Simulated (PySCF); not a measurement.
C$_{2}$H$_{8}$OSSi (SMILES CO[SiH2]SC), singlet, at a GFN2-xTB geometry, atoms displaced at random by about 0.03 Å a coordinate. Base run: PySCF with PBE0/6-31G, gradient.

The PySCF input:
```python
from pyscf import gto, scf, dft

mol = gto.Mole()
mol.atom = '''
    Si    0.12567253   -0.65029324    0.69327686
    O     1.72068457   -0.67805887    0.43839322
    C     2.54735649    0.48903650    0.13434491
    S    -0.89488780    0.56915690   -0.80040354
    C    -2.59364883    0.20936077   -0.38856489
    H    -0.24813880   -0.08132606    1.94146738
    H    -0.15384955   -2.05826305    0.56391333
    H     3.46295095    0.07430457   -0.27820573
    H     2.04907745    1.08055537   -0.63116474
    H     2.73008316    1.11050166    0.95337113
    H    -2.82315015    0.55365185    0.59122824
    H    -3.27232458    0.76798821   -1.01459347
    H    -2.77622324   -0.79223816   -0.53341622
'''
mol.basis = '6-31g'
mol.verbose = 4
mol.build()

mf = dft.RKS(mol)
mf.xc = 'pbe0'
mf.kernel()
g = mf.nuc_grad_method()
grad = g.kernel()
```

The coordinate followed is y of atom 4.

Variants of this job, named by their change:

```tsv
change	dE/dx (Eh/bohr)	net force (Eh/bohr)
base	-0.020153	0.000026
grids.level = 1; grid_response = off	-0.020151	0.000288
finite difference step (bohr) = 0.01; conv_tol = 1e-11	-0.020155	-
finite difference step (bohr) = 1e-4; conv_tol = 1e-11	-0.020155	-
density fitting = on	-0.020150	0.000026
grids.level = 5; grid_response = off	-0.020154	0.000002
finite difference step (bohr) = 0.2; conv_tol = 1e-11	-0.020098	-
grids.level = 0; grid_response = on	-0.020273	0.000000
conv_tol = 1e-6	-0.020149	0.000026
finite difference step (bohr) = 0.05; conv_tol = 1e-11	-0.020152	-
grids.level = 5; grid_response = on	-0.020154	0.000000
grids.level = 1; grid_response = on	-0.020109	0.000000
```

The net force is zero for an exact gradient.
